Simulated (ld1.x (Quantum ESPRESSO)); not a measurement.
## Plane-wave convergence, ultrasoft potential for Pb (Z = 82)

* Element: lead (Pb)
* Generator: ld1.x (Quantum ESPRESSO) 7.5
* Type: ultrasoft
* Functional: LDA (PZ)
* Relativity: fully relativistic
* Frozen core: [Xe] 4f14 5d10
* Valence charge: 4
* Reference configuration: 6s1 6p3
* Partial waves: 6s (bound): rcut 1.60, rcutus 1.85 bohr; 6s channel at 0.6 Ry: rcut 1.60, rcutus 1.85 bohr; 6p (bound): rcut 2.40, rcutus 2.95 bohr; 6p channel at 0.05 Ry: rcut 2.40, rcutus 2.95 bohr
* Local potential: all-electron potential smoothed inside 2.56 bohr (lloc = -2)
* Core correction: none
* Augmentation charge: built from norm-conserving waves at rcut, not smoothed further

Open shells are filled in proportion to 2j + 1 (rel_dist='average').

The pseudo-atom Hamiltonian at the reference potential is diagonalised in spherical Bessel functions j_l(qr) that vanish at 20 bohr, with q² up to the cutoff. All-electron valence levels (Ry): 6s -0.9821, 6p1/2 -0.4143, 6p3/2 -0.2919.

**Question.** How do the lowest levels (Ry) of each channel move with the cutoff, and are there ghosts?

**Answer.**

```csv
cutoff (Ry),s #1,s #2,p1/2 #1,p3/2 #1,p3/2 #2,d #1,d #2,f #1,f #2,Σ f·Δε (mRy)
8,-0.9640,-0.0485,-0.4140,-0.2918,0.0244,0.0226,0.0908,0.1056,0.2221,18.7
10,-0.9770,-0.0501,-0.4142,-0.2919,0.0244,0.0225,0.0907,0.1056,0.2221,5.2
12,-0.9808,-0.0507,-0.4143,-0.2919,0.0244,0.0225,0.0907,0.1056,0.2221,1.4
15,-0.9813,-0.0508,-0.4143,-0.2919,0.0244,0.0225,0.0907,0.1056,0.2221,0.9
18,-0.9815,-0.0508,-0.4143,-0.2919,0.0244,0.0225,0.0907,0.1056,0.2221,0.7
21,-0.9818,-0.0508,-0.4143,-0.2919,0.0244,0.0225,0.0907,0.1056,0.2221,0.4
400,-0.9822,-0.0509,-0.4143,-0.2919,0.0244,0.0225,0.0907,0.1056,0.2221,0.0
```

Result: no extra level below or beside the all-electron valence levels (s, p1/2, p3/2, d, f tested); 10 mRy is reached at 10 Ry and 1 mRy at 15 Ry.
